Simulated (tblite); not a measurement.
C3H3N2, doublet, at a GFN2-xTB geometry; IPEA1-xTB (tblite).

The tblite input:
```
$ tblite run mol.xyz --method ipea1 --charge 0 --spin 1 --json tblite.json --no-restart

# file mol.xyz
8

C      0.27236014    -1.00195734     0.56516932
C      1.19099687    -0.19044326    -0.01759859
N      0.51940717     0.85249222    -0.56329251
C     -0.75970702     0.68408123    -0.32290162
N     -0.96357796    -0.45087572     0.37351811
H      2.25307636    -0.28200407    -0.07977545
H     -1.53106846     1.35703366    -0.63791490
H     -1.83471236    -0.83642890     0.69809648
```

Output, abridged:

```
xTB calculator
 | screened Coulomb repulsion
 | Coulomb electrostatics
 |  * isotropic Klopman-Ohno-Mataga-Nishimoto electrostatics
 |  * onsite third-order electrostatics
 | DFT-D3(BJ) dispersion correction

halogen bonding energy    0.0000000000000E+00 Eh
repulsion energy          2.7231446442629E-01 Eh
dispersion energy        -2.3568741941593E-03 Eh
number of electrons       2.5000000000000E+01 e
integral cutoff           4.0000000000000E+01 bohr

------------------------------------------------------------
  cycle        total energy    energy error   density error
------------------------------------------------------------
      1     -16.09753731684  -1.6367495E+01   5.9756430E-01
      2     -16.11421090051  -1.6673584E-02   4.2420010E-01
      3     -16.21066535380  -9.6454453E-02   2.8787984E-01
      4     -16.36271106521  -1.5204571E-01   7.5422373E-02
      5     -16.39054839649  -2.7837331E-02   2.0006409E-02
      6     -16.39215838310  -1.6099866E-03   4.9456126E-03
      7     -16.39232233033  -1.6394723E-04   2.8433979E-03
      8     -16.39233554127  -1.3210946E-05   1.5138144E-03
      9     -16.39233701839  -1.4771123E-06   7.9110270E-04
     10     -16.39233914512  -2.1267324E-06   2.2927076E-04
     11     -16.39233939021  -2.4509297E-07   1.5113052E-05
------------------------------------------------------------

electronic energy        -1.6662296980444E+01 Eh
total energy             -1.6392339390212E+01 Eh

Post processing:
 | Mayer-Wiberg bond orders

[Info] JSON dump of results written to 'tblite.json'
```
